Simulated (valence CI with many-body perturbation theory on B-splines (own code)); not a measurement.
## Nd29+: electric-dipole lines

Level of theory: valence CI with perturbative core correlation (CI+MBPT): three valence electrons over a frozen Dirac-Fock core [Ar] 3d10, a basis of 11 s, 11 p, 9 d, 7 f, 5 g, 2 h, 1 i functions for each j, with the one-electron correlation potential Σ1 (screened to all orders), the two-electron term Σ2, the three-electron term Σ3, Breit, model QED; selected single and double excitations, second order for the rest (own B-spline code, finite nucleus).

The last digits are not significant, and no measured levels were compared; by estimate large intervals hold to a few tenths of a per cent, small ones and those within an open d or f shell to about a per cent.

Lines 151 to 200 of 286 in falling wavelength, among levels below 2708900 cm⁻¹, chosen from the strongest by gf and those to the six lowest levels. Wavelengths and rates use the calculated energies. Electric multipoles are in the length gauge, E1 and E2 with the static RPA response of the core. Weak lines are less certain than strong ones. Lines between different terms over intervals too small for the method are left out, as are lines whose strength nearly cancels. Where a level lies close to another of its J and parity, the split of strength between their lines is uncertain. The highest levels of a list are the least certain.

Levels are named by their leading jj configuration (3d3/2^4 stands for four electrons in 3d with j = 3/2), which in mixed levels can hold well under half, so a name can repeat and another be missing. Letters in brackets count levels of one name in rising energy.

```csv
λ vac (nm),Upper,Lower,A (s⁻¹),S (a.u.) with core polarisation,S without
10.35,(4p3/2^2 4d3/2) J=7/2,(4s 4p1/2 4d5/2) J=5/2 [b],7.06e+10,3.09e-01,3.29e-01
10.34,(4s 4p3/2 4d3/2) J=3/2 [c],(4s 4p3/2^2) J=3/2,1.37e+11,2.99e-01,3.21e-01
10.33,(4s 4p1/2 4f7/2) J=7/2 [b],(4s 4p1/2 4d5/2) J=7/2,4.29e+10,1.87e-01,1.99e-01
10.32,(4s^2 4f5/2) J=5/2,(4s^2 4d5/2) J=5/2,4.04e+10,1.32e-01,1.41e-01
10.32,(4p1/2 4p3/2 4d5/2) J=5/2 [c],(4p1/2 4p3/2^2) J=5/2,3.65e+10,1.19e-01,1.27e-01
10.31,(4s 4p3/2 4d5/2) J=5/2 [b],(4s 4p3/2^2) J=3/2,3.68e+11,1.19e+00,1.27e+00
10.30,(4s 4p1/2 4f5/2) J=5/2 [b],(4s 4p1/2 4d3/2) J=3/2 [b],6.37e+10,2.06e-01,2.18e-01
10.29,(4s 4p1/2 4f7/2) J=7/2 [b],(4s 4p1/2 4d5/2) J=5/2 [a],1.27e+11,5.45e-01,5.80e-01
10.28,(4s^2 4f7/2) J=7/2,(4s^2 4d5/2) J=5/2,3.55e+11,1.52e+00,1.62e+00
10.26,(4p1/2 4p3/2 4d5/2) J=5/2 [c],(4p1/2 4p3/2^2) J=3/2,1.31e+11,4.18e-01,4.46e-01
10.08,(4s 4p3/2 4d5/2) J=7/2 [a],(4s 4p3/2^2) J=5/2,1.04e+11,4.21e-01,4.51e-01
10.06,(4s 4p1/2 4d5/2) J=5/2 [b],(4s 4p1/2 4p3/2) J=5/2,4.53e+07,1.37e-04,1.54e-04
9.963,(4s 4p3/2 4d5/2) J=7/2 [b],(4s 4p3/2^2) J=5/2,1.85e+11,7.24e-01,7.73e-01
9.930,(4p3/2^3) J=3/2,(4s 4p1/2 4p3/2) J=3/2 [b],1.92e+10,3.72e-02,4.00e-02
9.924,(4s 4p1/2 4f7/2) J=7/2 [a],(4s 4p1/2 4d3/2) J=5/2,1.12e+11,4.30e-01,4.57e-01
9.898,(4s^2 4f5/2) J=5/2,(4s^2 4d3/2) J=3/2,3.60e+11,1.03e+00,1.10e+00
9.820,(4p3/2^2 4d3/2) J=5/2,(4s 4p1/2 4d3/2) J=3/2 [b],4.12e+10,1.15e-01,1.23e-01
9.815,(4p3/2^2 4d5/2) J=9/2,(4s 4p1/2 4d5/2) J=7/2,7.74e+10,3.61e-01,3.85e-01
9.790,(4s 4p1/2 4d5/2) J=3/2,(4s 4p1/2 4p3/2) J=5/2,7.21e+08,1.34e-03,1.44e-03
9.721,(4p1/2 4p3/2^2) J=3/2,(4s 4p1/2^2) J=1/2,3.15e+10,5.71e-02,6.14e-02
9.686,(4s 4p1/2 4f5/2) J=5/2 [b],(4s 4p1/2 4d3/2) J=5/2,5.44e+10,1.46e-01,1.56e-01
9.674,(4s 4p1/2 4f5/2) J=5/2 [a],(4s 4p1/2 4d3/2) J=3/2 [a],1.58e+11,4.25e-01,4.52e-01
9.622,(4s 4p1/2 4d5/2) J=5/2 [b],(4s 4p1/2 4p3/2) J=3/2 [a],2.54e+09,6.70e-03,7.18e-03
9.599,(4p3/2^2 4d3/2) J=7/2,(4s 4p1/2 4d5/2) J=5/2 [a],2.56e+10,8.94e-02,9.55e-02
9.568,(4s 4p3/2 4d3/2) J=5/2 [a],(4s 4p1/2 4p3/2) J=3/2 [b],4.27e+07,1.11e-04,1.24e-04
9.565,(4s 4p3/2 4d3/2) J=1/2 [a],(4s 4p1/2 4p3/2) J=3/2 [b],4.93e+09,4.26e-03,4.57e-03
9.505,(4s 4p3/2 4d3/2) J=3/2 [a],(4s 4p1/2 4p3/2) J=3/2 [b],9.53e+07,1.62e-04,1.77e-04
9.502,(4s 4p1/2 4d3/2) J=3/2 [a],(4s 4p1/2^2) J=1/2,1.72e+09,2.92e-03,3.15e-03
9.457,(4s 4p1/2 4f5/2) J=5/2 [a],(4p1/2 4p3/2^2) J=3/2,5.37e+10,1.34e-01,1.43e-01
9.407,(4s 4p1/2 4f7/2) J=7/2 [a],(4p1/2 4p3/2^2) J=5/2,3.74e+10,1.23e-01,1.31e-01
9.391,(4s 4p1/2 4f5/2) J=3/2,(4s 4p1/2 4d3/2) J=3/2 [a],4.94e+10,8.07e-02,8.64e-02
9.377,(4s 4p1/2 4d5/2) J=3/2,(4s 4p1/2 4p3/2) J=3/2 [a],1.39e+10,2.26e-02,2.43e-02
9.294,(4p3/2^3) J=3/2,(4s 4p1/2 4p3/2) J=5/2,2.87e+09,4.54e-03,4.88e-03
9.209,(4s 4p3/2 4d3/2) J=3/2 [b],(4s 4p1/2 4p3/2) J=1/2,1.92e+11,2.96e-01,3.17e-01
9.193,(4s 4p1/2 4f5/2) J=5/2 [b],(4p1/2 4p3/2^2) J=5/2,4.50e+10,1.04e-01,1.11e-01
9.187,(4s 4p1/2 4f5/2) J=3/2,(4p1/2 4p3/2^2) J=3/2,5.41e+10,8.29e-02,8.87e-02
9.175,(4s 4p1/2 4f7/2) J=7/2 [b],(4p1/2 4p3/2^2) J=5/2,5.96e+10,1.82e-01,1.94e-01
9.173,(4s 4p3/2^2) J=3/2,(4s^2 4p1/2) J=1/2,1.12e+11,1.71e-01,1.84e-01
9.166,(4s 4p3/2^2) J=1/2,(4s^2 4p1/2) J=1/2,4.08e+09,3.10e-03,3.33e-03
9.051,(4s 4p3/2 4d5/2) J=5/2 [a],(4s 4p1/2 4p3/2) J=3/2 [b],5.47e+08,1.20e-03,1.30e-03
9.051,(4p3/2^2 4d3/2) J=7/2,(4s 4p1/2 4d3/2) J=5/2,1.53e+11,4.48e-01,4.79e-01
9.033,(4p3/2^2 4d3/2) J=1/2,(4s 4p1/2 4d3/2) J=3/2 [a],8.34e+10,6.07e-02,6.52e-02
8.986,(4s 4p3/2 4d3/2) J=3/2 [b],(4s 4p1/2 4p3/2) J=3/2 [b],9.07e+10,1.30e-01,1.40e-01
8.977,(4p3/2^2 4d3/2) J=3/2,(4s 4p1/2 4d3/2) J=3/2 [a],5.84e+10,8.34e-02,8.94e-02
8.976,(4s 4p3/2 4d3/2) J=5/2 [a],(4s 4p1/2 4p3/2) J=5/2,2.08e+11,4.46e-01,4.78e-01
8.954,(4p3/2^2 4d3/2) J=5/2,(4s 4p1/2 4d3/2) J=3/2 [a],8.14e+10,1.73e-01,1.85e-01
8.948,(4p1/2 4p3/2^2) J=1/2,(4s 4p1/2^2) J=1/2,1.63e+07,1.15e-05,1.23e-05
8.939,(4p1/2 4p3/2 4d5/2) J=3/2 [a],(4p1/2^2 4p3/2) J=3/2,1.30e+11,1.83e-01,1.96e-01
8.924,(4p1/2 4p3/2 4d5/2) J=5/2 [a],(4p1/2^2 4p3/2) J=3/2,1.57e+11,3.30e-01,3.54e-01
8.920,(4p3/2^3) J=3/2,(4s 4p1/2 4p3/2) J=3/2 [a],4.25e+10,5.96e-02,6.40e-02
```
